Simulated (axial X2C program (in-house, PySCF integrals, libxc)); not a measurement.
**Nuclear properties of RbCa**

Computed with an in-house all-electron X2C program for linear molecules (integrals from PySCF): two-component X2C with atomic mean-field Coulomb and Gaunt terms, Gaussian nuclei, basis Rb dyall-cv3z, Ca dyall-cv3z with contracted cores.

R = 4.434 Å (near the PBE0 minimum at charge 0 of the determinant lowest at the starting distance; the state shown can have its own minimum elsewhere).

Input and command:
```json
{"zs": [37, 20], "q": 0, "bas": ["dyall-cv3z", "dyall-cv3z"], "r0": 3.81, "levels": ["PBE0", "HF", "r2SCAN", "TPSSh", "PBE50"], "nst": 3}
```
```bash
python soeom.py task.json out
```

Keys: zs atomic numbers; q charge; bas basis sets; r0 starting distance in Å; levels methods; nst determinants followed.

Determinant lowest in the PBE0 search, Ω = 1/2 (⟨Sz⟩ = 0.50, ⟨Lz⟩ = 0.00 at PBE0), spin on the atoms Rb 0.38, Ca 0.12:

```tsv
level	Eeff magnitude (GV/cm)	Ws magnitude Rb (kHz)	Ws magnitude Ca (kHz)	A∥/gI Rb (MHz)	qzz Rb (a.u.)	A∥/gI Ca (MHz)	qzz Ca (a.u.)	μ (D)
PBE0	0.305	0.142	0.112	1440	-0.14	102	-0.24	-2.71
r2SCAN	0.41	0.191	0.149	1430	-0.16	105	-0.26	-3.33
TPSSh	0.348	0.175	0.116	1240	-0.17	131	-0.30	-3.60
PBE50	0.407	0.202	0.138	1390	-0.13	101	-0.25	-3.23
```

Determinant 0.85 eV from it at PBE0 and this distance, Ω = 3/2 (⟨Sz⟩ = 0.50, ⟨Lz⟩ = 1.00 at PBE0), spin on the atoms Rb 0.24, Ca 0.26:

| level | Eeff magnitude (GV/cm) | Ws magnitude Rb (kHz) | Ws magnitude Ca (kHz) | A∥/gI Rb (MHz) | qzz Rb (a.u.) | A∥/gI Ca (MHz) | qzz Ca (a.u.) | μ (D) |
| --- | --- | --- | --- | --- | --- | --- | --- | --- |
| PBE0 | 0.0023 | 0.0294 | 0.024 | 53.8 | -0.01 | -51.9 | 0.15 | -7.62 |
| HF | 0.0885 | 0.141 | 0.0929 | 139 | -0.02 | -146 | -0.14 | -8.47 |
| r2SCAN | 0.13 | 0.112 | 0.0603 | 143 | -0.03 | -125 | 0.02 | -7.61 |
| TPSSh | 0.013 | 0.0345 | 0.0311 | 47.9 | -0.02 | -38.1 | 0.12 | -7.57 |
| PBE50 | 0.0305 | 0.0499 | 0.0325 | 70.8 | -0.03 | -76.5 | 0.16 | -8.33 |

Eeff is the effective electric field on the electron electric dipole moment in this Ω state and Ws the scalar–pseudoscalar constant of the nucleus named (defined with the proton number Z and per Ω); A∥ (defined per Ω) follows by multiplying with gI = μI/(I μN); qzz is the electric field gradient, eQq0 = 234.96 MHz × Q/barn × qzz; μ is positive if the Ca end (last atom) is positive. The operators were transformed with the bare-nucleus X2C matrices; with these basis sets, hyperfine constants and field gradients can be off by tens of per cent, and where levels differ in sign neither size nor sign is settled.

With gI(85Rb) = 0.5412, Q(85Rb) = 0.276 barn, gI(43Ca) = -0.3764, Q(43Ca) = -0.0408 barn (g factors from the IAEA table of nuclear moments by Stone; Q from Pyykkö, Mol. Phys. 2018), turn the PBE0 values of the first state into constants in MHz.

A∥(85Rb) = 1440 × 0.5412 = 779 MHz; eQq0(85Rb) = 234.96 × (0.276) × (-0.14) = -9.08 MHz; A∥(43Ca) = 102 × -0.3764 = -38.4 MHz; eQq0(43Ca) = 234.96 × (-0.0408) × (-0.24) = 2.3 MHz.

Each state is one determinant with collinear spin. Unrestricted Hartree–Fock can overshoot spin polarisation at the nuclei. In the state Ω = 3/2 the sign of Eeff differs between levels (HF, r2SCAN, PBE50 against PBE0). Where Eeff spreads by more than a factor of two the levels disagree and none is to be relied on. Left out as unconverged or as another state under the same occupation: HF in at least one table. The search compared states at one distance, so a state with another bond length can lie lower. Further determinants of the search, some of them spin-mixed, are not shown. PBE0 term energies can be off by some tenths of an eV.
